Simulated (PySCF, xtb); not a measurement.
C4H3Cl2F, SMILES C#C[C@H](F)C(Cl)Cl. One conformer was computed; it need not be the lowest.

Harmonic wavenumbers (cm⁻¹) from GFN2-xTB (xtb) at its own minimum, in rising order: 47, 106, 150, 212, 233, 297, 356, 510, 559, 658, 681, 698, 742, 904, 1006, 1061, 1141, 1165, 1233, 1268, 2289, 2877, 2941, 3397.

### Question
What does PBE-D3(BJ)/def2-SVP run with PySCF give at its own minimum? (Estimate from the structure and the level; the computed values follow.)

### Answer
69, 115, 168, 227, 249, 319, 367, 550, 626, 657, 691, 697, 772, 887, 1038, 1067, 1165, 1208, 1265, 1310, 2177, 2957, 3064, 3406. Paired by order, the mean absolute difference is 33 cm⁻¹ and the zero-point energies are 35.1 and 35.8 kcal/mol.
